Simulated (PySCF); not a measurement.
Job file and geometry (Å, from PBE0-D3(BJ)/def2-SVP) of an NMR shielding run on SMILES CCB(O)CC, C$_{4}$H$_{11}$BO, GIAO PBE0/pcSseg-1 NMR shielding, non-relativistic, gas phase in PySCF; density fitting, a coarse starting grid and PySCF grid level 2 are the driver's defaults:

```
$ OMP_NUM_THREADS=1 python probes_run.py task.json out

{"job": {"kind": "nmr", "xc": "PBE0", "basis": "pcSseg-1"}, "charge": 0, "multiplicity": 1}
B     -0.369830    -0.950744     0.174857
C      1.172296    -0.830602    -0.145822
C      1.910388     0.186866     0.725706
H      1.269255    -0.533821    -1.207787
H      1.645087    -1.822712    -0.062992
H      2.974910     0.267748     0.454856
H      1.475554     1.195622     0.638581
H      1.868127    -0.090418     1.791284
C     -1.340469     0.304933     0.167953
C     -1.155726     1.264447    -1.006849
H     -1.146658     0.849000     1.113440
H     -2.397996    -0.013252     0.232811
H     -1.812804     2.144981    -0.930878
H     -0.120528     1.634785    -1.067278
H     -1.377563     0.774185    -1.968162
O     -0.836827    -2.189399     0.492136
H     -1.785756    -2.192219     0.658425
```

Task: Write the output of this run.

Result: 
```
coarse grid: 13336 points
cycle   1  E = -258.6911132468  dE =  3.753e-01  |g| = 7.145e-01  |ddm| = 3.350e+00
cycle   2  E = -258.6072752728  dE =  8.384e-02  |g| = 9.907e-01  |ddm| = 1.292e+00
cycle   3  E = -258.7973837055  dE = -1.901e-01  |g| = 1.127e-01  |ddm| = 7.870e-01
cycle   4  E = -258.7998649321  dE = -2.481e-03  |g| = 3.350e-02  |ddm| = 9.891e-02
cycle   5  E = -258.8001229551  dE = -2.580e-04  |g| = 4.366e-03  |ddm| = 2.769e-02
cycle   6  E = -258.8001269091  dE = -3.954e-06  |g| = 1.025e-03  |ddm| = 4.365e-03
final grid: 126344 points
cycle   7  E = -258.8435811166  dE = -3.958e-05  |g| = 9.724e-03  |ddm| = 2.553e-02
cycle   8  E = -258.8435634170  dE =  1.770e-05  |g| = 1.339e-02  |ddm| = 1.629e-02
cycle   9  E = -258.8436031887  dE = -3.977e-05  |g| = 1.423e-03  |ddm| = 9.472e-03
cycle  10  E = -258.8436035590  dE = -3.703e-07  |g| = 1.949e-04  |ddm| = 9.973e-04
cycle  11  E = -258.8436035665  dE = -7.495e-09  |g| = 3.495e-05  |ddm| = 1.841e-04
cycle  12  E = -258.8436035668  dE = -2.835e-10  |g| = 7.426e-06  |ddm| = 4.413e-05
converged SCF energy = -258.8436035668

GIAO shielding tensors (ppm)
atom      isotropic    diamagn.    paramagn.     s11        s22        s33       span
  0 B       45.831     191.712    -145.880     -3.323     43.767     97.049    100.372
  1 C      170.655     251.704     -81.049    159.797    171.877    180.292     20.496
  2 C      173.855     247.310     -73.456    164.762    172.013    184.788     20.026
  3 H       30.483      31.947      -1.464     27.417     28.848     35.183      7.766
  4 H       30.465      30.752      -0.288     26.005     29.249     36.139     10.134
  5 H       30.072      28.382       1.689     25.526     27.327     37.362     11.836
  6 H       30.280      31.536      -1.256     25.466     30.406     34.968      9.503
  7 H       30.541      29.762       0.780     26.485     28.283     36.856     10.372
  8 C      166.339     254.988     -88.649    155.058    164.931    179.028     23.970
  9 C      173.882     246.951     -73.069    164.596    172.940    184.111     19.514
 10 H       30.302      32.719      -2.418     27.674     28.562     34.668      6.994
 11 H       31.106      32.378      -1.272     26.486     30.524     36.309      9.823
 12 H       30.147      28.652       1.494     25.497     27.534     37.409     11.912
 13 H       30.112      31.465      -1.353     25.271     30.153     34.912      9.641
 14 H       30.486      30.065       0.421     26.655     28.085     36.717     10.062
 15 O      142.610     384.444    -241.834      3.580    169.751    254.499    250.919
 16 H       26.416      31.226      -4.810     21.734     24.383     33.131     11.397
```

Task: Turn these shieldings into chemical shifts. δ = σ(ref) − σ, references computed at the same level: BF3·OEt2 for ¹¹B (σref 100.73); ¹³C (σref 184.41) and ¹H (σref 31.27) against TMS; ¹⁷O (σref 334.56) vs H2O.

Result: Averaging equivalent atoms: B 0: 54.9; C 1/8: 15.9; C 2/9: 10.5; H 16: 4.85; H 5/6/7/12/13/14: 0.99; H 3/4/10/11: 0.68; O 15: 192.0 ppm. Experimental scales use liquid or dissolved standards, which lie at an offset from isolated H2O (liquid H2O: subtract about 36 ppm).

Size and cost of the density-fitted run: 157 basis functions, 36 s wall time on 1 thread of an Arm Neoverse N1, shared host; peak memory 0.84 GiB.
